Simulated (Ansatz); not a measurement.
**Which is lower?**

The two ends of one reaction step of CH₇GaO, closed shell (PBE0-D4/def2-TZVP).

A:

```xyz
10
angstrom
Ga -0.8286 -0.0284 -0.5420
O 1.0642 1.0044 -1.0446
H -0.6689 -1.0944 -1.7064
H -1.8304 1.1676 -0.7559
H 1.7166 0.7853 -0.3713
C -0.2804 -0.5390 1.2945
H 1.3940 0.6456 -1.8746
H 0.5874 -1.2042 1.3015
H -1.0958 -1.0746 1.7894
H -0.0583 0.3376 1.9092
```

B:

```xyz
10
angstrom
Ga -0.7630 0.4212 -1.3273
O 0.8354 1.1098 -1.7538
H -1.0690 -1.0383 -1.8040
H -1.6981 1.4117 -0.5764
H 0.9407 0.1058 0.9175
C 0.2562 -0.4775 1.5364
H 1.3995 0.5059 -2.2404
H 0.8339 -1.0162 2.2872
H -0.2840 -1.2104 0.9321
H -0.4519 0.1878 2.0287
```

Program: Ansatz 0.2.0. Basis: def2-TZVPP. Cores are frozen in the correlated methods. Filled d shells of the heavier atoms are correlated. The def2 sets are not built for correlating such inner shells, so the correlated values are less sure here. B3LYP uses VWN-RPA correlation.

Which structure is lower at CCSD(T), and by how much? (Judge from chemistry; the value comes from the calculation.)

The calculation gives: B, by 0.381 eV (electronic energy, against the other). By their contacts, A is CH₇GaO ([CH3][GaH2][OH2]) and B is a complex of GaH₃O ([OH][GaH2]) + CH₄.

All methods give the same order:

| method | E(B) − E(A) (eV) |
| --- | --- |
| SPW92 | -0.232 |
| PBE-D4 | -0.412 |
| BLYP-D4 | -0.540 |
| r2SCAN-D4 | -0.409 |
| B97M-V | -0.453 |
| PBE0-D4 | -0.354 |
| B3LYP-D4 | -0.479 |
| r2SCAN0-D4 | -0.359 |
| BHLYP-D4 | -0.436 |
| CAM-B3LYP-D4 | -0.444 |
| wB97X-V | -0.412 |
| wB97M-V | -0.374 |
| B2PLYP | -0.473 |
| PBE-QIDH | -0.345 |
| RPA on PBE | -0.409 |
| HF | -0.527 |
| MP2 | -0.389 |
| CCSD | -0.388 |
| CCSD(T) | -0.381 |

No T1 diagnostic of these runs exceeds 0.014.

Labels in which every atom is bracketed show which atoms are joined, not bond orders.

For scale, one of the runs: CCSD(T)/def2-TZVPP, 208 basis functions, launched by `ansatz run in.yaml --threads 4 --pin off --events-out ev --progress --plain --max-ram 9574MiB`. Time: 63 s of wall clock on 4 CPU threads of an Arm Neoverse V1; the host was shared. Peak host memory: 2.8 GiB.
